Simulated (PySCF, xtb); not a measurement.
IRb, SMILES [Rb][I] (connectivity only; charge and spin as stated), charge +1, multiplicity 2.

Harmonic wavenumbers (cm⁻¹) from GFN2-xTB (xtb) at its own minimum, in rising order: 52.

Problem. What does PySCF with PBE0-D3(BJ)/def2-TZVPD give at its own minimum? (The exact figures need the calculation; the answer reports its results.)

Solution. 54. Paired by order, the mean absolute difference is 1 cm⁻¹ and the zero-point energies are 0.1 and 0.1 kcal/mol.
